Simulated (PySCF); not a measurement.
## Predicted spectroscopic data

PySCF 2.14 calculation with shielding tensors at PBE0/pcSseg-1 (GIAO) and coordinates at the GFN2-xTB level; non-relativistic Hamiltonian, no solvent, a single conformation, equivalent nuclei averaged.

δ = σ(ref) − σ, references computed at the same level: 1H and 13C vs TMS. Splittings of carbon signals by F and P are missing where no couplings were computed. Where no couplings were computed, multiplicities follow the n + 1 count of equivalent neighbours, and m marks all less simple cases (inequivalent or close neighbours, rings, F or P nearby). Shifts are as computed. Against solution values, carbons near 30 ppm lie about +3 ppm off and those near 130 ppm about +5 ppm. Of 1309 compounds with measured shifts, 239 miss one by over three times the rms of a fit or turn the order of signals round; such compounds aren't used in these exercises.

Compound 1 (C6H9FSi). 1H NMR (600 MHz, computed): δ 4.37 (m, 1H), 3.88 (s, 3H), 2.00 (s, 3H), 1.15 (m, 1H), 0.74 (m, 1H). 13C{1H} NMR (computed): δ 83.9 (C), 80.6 (C), 78.1 (CH), 20.9 (CH2), 4.9 (CH3), 3.0 (C). Structure: `CC#C[C@@]1([SiH3])C[C@H]1F`.

Compound 2 (C6H9FSi). 1H NMR (600 MHz, computed): δ 5.90 (m, 1H), 5.13 (m, 1H), 4.56 (m, 2H), 2.53 (q, 2H), 1.22 (t, 3H). 13C{1H} NMR (computed): δ 180.8 (C), 168.5 (C), 128.5 (CH), 100.7 (CH), 31.3 (CH2), 17.9 (CH3). Structure: `C1=C(CC)C(F)=C[SiH2]1`.

Compound 3 (C6H11FSi2). 1H NMR (600 MHz, computed): δ 7.47 (m, 1H), 7.22 (m, 1H), 6.53 (m, 1H), 5.33 (m, 1H), 5.30 (m, 1H), 5.26 (m, 1H), 4.55 (m, 1H), 4.47 (m, 1H), 4.40 (m, 1H), 4.08 (m, 1H), 2.09 (m, 1H). 13C{1H} NMR (computed): δ 157.2, 149.3, 145.9, 119.4, 90.9, 39.5. Structure: `C(=C)[C@@H]1[SiH2]C=C[SiH2][C@@H]1F`.

Compound 4 (C6H9FSi). 1H NMR (600 MHz, computed): δ 5.40 (m, 1H), 4.98 (m, 1H), 2.12 (s, 3H), 2.06 (m, 2H), 1.92 (m, 2H). 13C{1H} NMR (computed): δ 116.1 (C), 90.4 (CH), 84.0 (C), 27.9 (CH2), 6.0 (CH3). Structure: `CC#C[Si@H]1C[C@H](F)C1`.

Compound 5 (C7H5FSi). 1H NMR (600 MHz, computed): δ 2.12 (s, 3H), 1.91 (s, 2H). 13C{1H} NMR (computed): δ 112.0, 100.5, 87.2, 83.0, 5.7. Structure: SMILES C#C[Si](F)(C#C)C#CC.
